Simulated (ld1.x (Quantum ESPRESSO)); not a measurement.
# Li, ultrasoft: configuration errors across variants

```
Element                 : lithium (Li)
Generator               : ld1.x (Quantum ESPRESSO) 7.5
Type                    : ultrasoft
Functional              : LDA (PZ)
Relativity              : non-relativistic
Frozen core             : [He]
Valence charge          : 1
Reference configuration : 2s1 2p0
Partial waves           : 2s (bound): rcut 2.45, rcutus 2.95 bohr; 2s channel at 0.3 Ry: rcut 2.45, rcutus 2.95 bohr; 2p (bound, empty): rcut 3.70, rcutus 4.25 bohr; 2p channel at 0.9 Ry: rcut 3.70, rcutus 4.25 bohr; 3d channel at 0.3 Ry: rcut 3.50, rcutus 4.50 bohr
Local potential         : all-electron potential smoothed inside 4.00 bohr (lloc = -1)
Core correction         : a·sin(br)/r model core inside 2.00 bohr
Augmentation charge     : PSQ, inside the norm-conserving radii
```

All-electron excitation energies from the reference (eV): (1) 2s0.5 2p0 2.044; (2) 2s0 2p1 1.753; (3) 2s1 2p0 spin -0.233; (4) 2s0.5 2p0 spin 1.953.

Spin tests fill each open shell by Hund’s rule, majority spin first.

The overlap operator is not positive definite (basis up to 400 Ry) in “local potential all-electron potential smoothed inside 2.48 bohr (lloc = -1)”. Such files are unfit for use, however small their errors in these radial tests.

3 further variants failed, have other tests or too few solved ones, and are left out.

Errors AE − PS in meV (a dash: test not solved or not reliable):

```tsv
change	(1)	(2)	(3)	(4)	bound ghosts
base	+1.9	+5.4	+5.6	+4.2	none
wave 2s channel at 0.3 Ry: rcut 2.45, rcutus 2.95 bohr becomes 2s channel at -0.05 Ry: rcut 2.45, rcutus 2.95 bohr	+1.9	+5.4	+5.6	+4.2	none
waves 2p (bound): rcut 3.70, rcutus 4.94 bohr; 2p channel at 0.9 Ry: rcut 3.70, rcutus 4.94 bohr	+1.9	+39	+5.6	+4.2	none
type RRKJ; waves now 2p (bound): rc 4.25 bohr; 3d channel at 0.3 Ry: rc 4.50 bohr; 2s (bound): rc 2.95 bohr; local potential the s channel; rho0 0.01	+2.1	-5.6	+5.4	+4.3	none
local potential all-electron potential smoothed inside 2.48 bohr (lloc = -1)	+1.9	+5.2	+5.6	+4.2	not determined (overlap not positive)
wave 3d channel at 0.3 Ry: rcut 3.50, rcutus 4.50 bohr becomes 3d channel at 0.3 Ry: rcut 3.50, rcutus 4.52 bohr	+1.9	+5.4	+5.6	+4.2	none
```

(1) Give the same row for: augmentation PSQ, radius 2.20 bohr.

Answers

(1) +1.9, +2.1, +5.7, +4.2; bound ghosts: none.
